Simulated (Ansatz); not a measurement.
H$_{7}$OPSi$_{2}$ (`O[SiH2]P[SiH3]`) at its PBE0-D4/def2-TZVP geometry, where that method's forces vanish. Charge 0, multiplicity 1.

| atom | x (Å) | y (Å) | z (Å) |
| --- | --- | --- | --- |
| O1 | 1.590 | 0.962 | -0.653 |
| Si2 | 0.060 | 0.975 | -1.268 |
| P3 | -1.344 | -0.593 | -0.483 |
| Si4 | -0.472 | -0.714 | 1.589 |
| H5 | 2.103 | 0.157 | -0.740 |
| H6 | 0.073 | 0.818 | -2.749 |
| H7 | -0.490 | 2.297 | -0.894 |
| H8 | -0.611 | -1.695 | -1.004 |
| H9 | 0.968 | -1.082 | 1.609 |
| H10 | -0.650 | 0.613 | 2.231 |
| H11 | -1.227 | -1.735 | 2.361 |

Q: For each bond, give half the difference of the two atoms' forces along it (eV/Å; positive pushes the atoms apart) under PBE-D4, r2SCAN-D4, B3LYP-D4, ωB97M-V in def2-TZVPP. (Estimate.)

A: Ansatz gave: 
| bond | length (Å) | PBE-D4 | r2SCAN-D4 | B3LYP-D4 | ωB97M-V |
| --- | --- | --- | --- | --- | --- |
| O1–Si2 | 1.649 | 0.31 | 0.06 | 0.16 | 0.16 |
| O1–H5 | 0.958 | 0.34 | 0.02 | -0.02 | -0.05 |
| Si2–P3 | 2.247 | -0.01 | 0.02 | 0.10 | 0.01 |
| Si2–H6 | 1.489 | 0.02 | -0.04 | -0.14 | -0.16 |
| Si2–H7 | 1.481 | 0.08 | -0.02 | -0.13 | -0.15 |
| P3–Si4 | 2.251 | 0.06 | 0.03 | 0.17 | 0.08 |
| P3–H8 | 1.422 | 0.20 | 0.01 | -0.06 | -0.11 |
| Si4–H9 | 1.486 | 0.07 | -0.02 | -0.08 | -0.11 |
| Si4–H10 | 1.485 | 0.09 | -0.01 | -0.08 | -0.10 |
| Si4–H11 | 1.486 | 0.09 | -0.03 | -0.11 | -0.12 |

B3LYP here is the variant with VWN-RPA as its local correlation; programs differ in this.
